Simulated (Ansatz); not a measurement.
Input and output for the cluster Na8⁺ (the lowest doublet isomer of a short search).

```yaml
crystal:
  periodic: [false, false, false]
  atoms:
    - {symbol: Na, position_ang: [-1.211307, 1.006775, -2.397315]}
    - {symbol: Na, position_ang: [-0.932348, -0.611165, 0.749307]}
    - {symbol: Na, position_ang: [-0.233146, -2.537897, -2.258560]}
    - {symbol: Na, position_ang: [2.051734, 0.057820, -0.961495]}
    - {symbol: Na, position_ang: [0.171828, 2.795729, 0.587329]}
    - {symbol: Na, position_ang: [1.636338, -2.963863, 1.037378]}
    - {symbol: Na, position_ang: [1.933927, 0.411889, 2.736690]}
    - {symbol: Na, position_ang: [-3.417037, 1.840723, 0.506656]}
basis:
  gaussian: {orbitals: def2-SVP}
total_charge: 1
magnetization: {spin_polarized: true, initial_magnetization: 1}
hamiltonian: {xc: {name: HF}, pseudopotentials: {relativity: scalar}}
scf: {omitted_lower_state_checks: [starts]}
output: {forces: true}
```

```sh
$ ansatz run in.yaml --threads 4 --pin off --events-out ev --progress --plain --max-ram 4787MiB
```

Shortened log:

```
Functional definition: HF
1080 factors; integrals over basis functions are off by at most 6.2e-4 eV
mean field evaluation 1: about -35260.1115 eV, gradient 4.7e0 eV
mean field evaluation 2: about -35260.2178 eV, gradient 4.6e0 eV
mean field evaluation 4: about -35260.6902 eV, gradient 7.7e-1 eV
mean field evaluation 8: about -35260.7705 eV, gradient 2.4e-1 eV
mean field evaluation 16: about -35260.8181 eV, gradient 1.0e-1 eV
mean field evaluation 32: about -35260.8858 eV, gradient 8.3e-3 eV
mean field -35260.88580938 eV, -1295.8136528078 hartree, gradient 1.0e-6 eV, S^2 1.641576; 0 other end points of the search recorded, 0 dependent functions left out
reference -35260.88580938 eV, -1295.8136528078 hartree; 44, 43 occupied and 76, 77 virtual orbitals, 1080 factors
Total energy: -35260.88580938 eV, -1295.8136528078 hartree
Relativity: scalar
Atom 0 at    -1.211307     1.006775    -2.397315 Å, force    -0.005542     0.057369    -0.126260 eV/Å
Atom 1 at    -0.932348    -0.611165     0.749307 Å, force    -0.159225    -0.043886     0.065836 eV/Å
Atom 2 at    -0.233146    -2.537897    -2.258560 Å, force    -0.034192    -0.132162    -0.124285 eV/Å
Atom 3 at     2.051734     0.057820    -0.961495 Å, force     0.135992     0.042179    -0.127348 eV/Å
Atom 4 at     0.171828     2.795729     0.587329 Å, force    -0.045600     0.171461    -0.014050 eV/Å
Atom 5 at     1.636338    -2.963863     1.037378 Å, force     0.104485    -0.150253     0.085452 eV/Å
Atom 6 at     1.933927     0.411889     2.736690 Å, force     0.110869    -0.015907     0.186327 eV/Å
Atom 7 at    -3.417037     1.840723     0.506656 Å, force    -0.106787     0.071200     0.054328 eV/Å
Dipole moment:     0.039913    -0.173421     0.124538 e Å
Checks for a lower state left out: starts
```

Run time 7.5 s (4 threads of Arm Neoverse N1 on a shared host).

The charge 1 doublet is spin-contaminated (final ⟨S²⟩ up to 1.64, 0.75 for a pure state).

The dipole of an ion depends on the origin.
